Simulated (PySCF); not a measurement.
This PySCF input asks for the NMR shieldings of `C=C[SiH2]B(OC)OC`, C₄H₁₁BO₂Si; the geometry comes from GFN2-xTB.

```python
import basis_set_exchange as bse
import numpy as np
from pyscf import gto, dft
from pyscf.prop import nmr

atoms = """
C     3.087359   -0.607598    0.101616
C     2.391203    0.513047   -0.009205
Si    0.879582    0.715259   -1.136081
B    -0.719660   -0.103814   -0.309095
O    -1.577866    0.465224    0.584800
C    -1.449106    1.783031    1.049772
O    -0.950310   -1.387934   -0.661346
C    -2.018374   -2.158964   -0.151700
H     2.836200   -1.484158   -0.474269
H     3.938424   -0.709314    0.759553
H     2.693638    1.361154    0.595803
H     1.237082    0.146165   -2.444300
H     0.795223    2.176481   -1.366942
H    -0.438530    1.976853    1.419932
H    -1.671992    2.498331    0.252859
H    -2.164529    1.916677    1.862409
H    -2.943430   -1.909342   -0.676646
H    -2.158779   -1.972847    0.914414
H    -1.775939   -3.209002   -0.319037
"""
names = dict.fromkeys(["C", "Si", "B", "O", "H"], "pcSseg-1")
basis = {el: gto.basis.parse(bse.get_basis(n, elements=[el], fmt="nwchem")) for el, n in names.items()}
mol = gto.M(atom=atoms, basis=basis, charge=0, verbose=0)
mf = dft.RKS(mol, xc="PBE0")
mf.grids.level = 2
mf.grids.alignment = dft.numint.BLKSIZE   # the property module wants whole blocks of grid points
mf.conv_tol = 1e-9
mf.kernel()

calc = nmr.RKS(mf)   # GIAO
C = mf.mo_coeff
Co = C[:, mf.mo_occ > 0]
resp = mf.gen_response(singlet=True, hermi=2)
def vind(x):   # induced exchange potential for any number of trial vectors
    d = np.einsum("pi,xij,qj->xpq", C, 2 * x.reshape(-1, C.shape[1], Co.shape[1]), Co, optimize=True)
    return np.einsum("xpq,pi,qj->xij", resp(d - d.transpose(0, 2, 1)), C, Co, optimize=True).ravel()
mo1, _ = nmr.rhf.solve_mo1(calc, with_cphf=vind)
sigma = calc.kernel(mo1)
for i, s in enumerate(sigma):   # ppm
    print("%2d %-2s %9.2f" % (i, mol.atom_pure_symbol(i), np.trace(s) / 3))
```

Q: Give the expected output.

A: 
```
 0 C      41.93
 1 C      49.39
 2 Si    440.09
 3 B      70.15
 4 O     202.49
 5 C     130.67
 6 O     200.97
 7 C     133.97
 8 H      25.53
 9 H      25.18
10 H      25.20
11 H      27.80
12 H      27.59
13 H      27.82
14 H      27.67
15 H      27.74
16 H      28.04
17 H      27.54
18 H      27.99
```

These numbers come from an equivalent density-fitted implementation of the same equations, which agrees with the script to about 0.01 ppm for H and up to a few tenths of a ppm for heavy atoms, so last digits may differ.

Size and cost of the density-fitted run: 198 basis functions, 77 s wall time on 1 thread of an Intel Xeon Platinum 8259CL, shared host; peak memory 0.88 GiB.
